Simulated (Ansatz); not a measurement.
The molecule GeS, closed-shell singlet (the spin of the measured ground state). No spin–orbit coupling. Ge is treated without relativity.

Seven points along R, fitted to fifth degree in 1/R; most abundant isotopes. In def2 and cc sets the state is the lowest found near the PBE0 minimum, followed along R. The singlet is held restricted.

Correlated levels freeze the inner cores; with def2 sets outer-core shells near the valence are correlated too. CBS: X⁻³ extrapolation of the correlation energy, Hartree–Fock from the larger set.

Programs: Ansatz (a quantum-chemistry and plane-wave program). Each number belongs to the level named beside it.

Quantity: r_e, from seven points a level.

Costs are ratios of core time to PBE/def2-TZVPP (roughly 3 s), for whole runs (searches for the state included, and forces where a run took them) on one shared machine, so rough; each error counts from the measured 2.0121 Å [microwave values compiled in ACS Omega 2, 8373 (2017)].

| level | basis functions | cost | error (Å) |
|---|---|---|---|
| SVWN5/def2-TZVPP | 90 | ×0.9 | 0.003 |
| PBE/def2-TZVPP | 90 | ×1 | 0.026 |
| PBE0/def2-TZVPP | 90 | ×2 | 0.002 |
| r2SCAN/def2-TZVPP | 90 | ×2 | 0.006 |
| B3LYP/def2-TZVPP | 90 | ×2 | 0.016 |
| BHLYP/def2-TZVPP | 90 | ×2 | -0.007 |
| B97M-V/def2-TZVPP | 90 | ×3 | 0.004 |
| wB97X-V/def2-TZVPP | 90 | ×4 | -0.014 |
| CCSD(T)/def2-TZVPP | 90 | ×4 | 0.017 |
| wB97M-V/def2-TZVPP | 90 | ×4 | -0.007 |
| CCSD(T)/def2-QZVPP | 159 | ×20 | 0.006 |
| CCSD(T)/CBS(def2-TZVPP, def2-QZVPP) | - | ×30 | -0.001 |

What the step from CCSD(T)/def2-TZVPP to CCSD(T)/def2-QZVPP costs and buys: 90 to 159 functions, cost ×7 (rough); the error goes from 0.017 to 0.006 Å.
